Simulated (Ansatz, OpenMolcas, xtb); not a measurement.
## How methods differ on SnNH2F (SMILES [NH2][Sn][F])

SnNH2F: 5 atoms, total charge 0, spin state singlet. SMILES: `[NH2][Sn][F]`. The coordinates come from a PBE0-D4/def2-TZVP relaxation. This is one conformer, not always the lowest.

```jsonl
{"atom": "N", "x (Å)": "-0.3029", "y (Å)": "0.4955", "z (Å)": "-0.3933"}
{"atom": "Sn", "x (Å)": "0.3389", "y (Å)": "-0.0537", "z (Å)": "1.4232"}
{"atom": "F", "x (Å)": "0.9669", "y (Å)": "-1.7759", "z (Å)": "0.7543"}
{"atom": "H", "x (Å)": "-0.7468", "y (Å)": "1.3693", "z (Å)": "-0.6291"}
{"atom": "H", "x (Å)": "-0.2062", "y (Å)": "-0.1089", "z (Å)": "-1.1966"}
```

Each level gives the energy change with the N1–H4 bond stretched from 1.008 to 1.815 Å (eV). The values are calculated.

```tsv
level	kind	program	value (eV)	less CCSD(T)/def2-SVP
GFN0-xTB	semi-empirical	xtb	3.03	-0.65
HF/def2-SVP (core potential) (unrestricted)	Hartree–Fock	OpenMolcas	3.84	+0.16
PBE/def2-SVP (core potential) (restricted)	GGA	OpenMolcas	3.53	-0.15
M06-L/def2-SVP (core potential) (restricted)	meta-GGA	OpenMolcas	3.83	+0.15
r2SCAN0/def2-SVP (core potential) (restricted)	hybrid meta-GGA	Ansatz	4.08	+0.40
CAM-B3LYP/def2-SVP (core potential) (restricted)	range-separated hybrid	Ansatz	3.96	+0.28
wB97X/def2-SVP (core potential) (restricted)	range-separated hybrid	Ansatz	4.08	+0.40
PBE-QIDH/def2-SVP (core potential) (restricted)	double hybrid	Ansatz	4.15	+0.47
RPA@PBE0/def2-SVP (core potential) (restricted)	RPA	Ansatz	3.83	+0.15
CCSD(T)/def2-SVP (core potential) (restricted)	coupled cluster or CI	Ansatz	3.68	0.00
```

Differences are taken from CCSD(T)/def2-SVP (core potential) (restricted) for orientation; it has basis-set and higher-order errors of its own. Its T1 diagnostic reaches 0.021, a sign that one reference may not serve. At this stretch a single reference begins to fail. The first shape isn't each level's own minimum. The values span 3.03 to 4.15 eV. Spin contamination of the reference (⟨S²⟩ at least 0.1 too high) touches HF/def2-SVP (up to 0.67 too high). In the correlated wave-function rows the outer d shell of Sn is correlated, in sets not made for it.
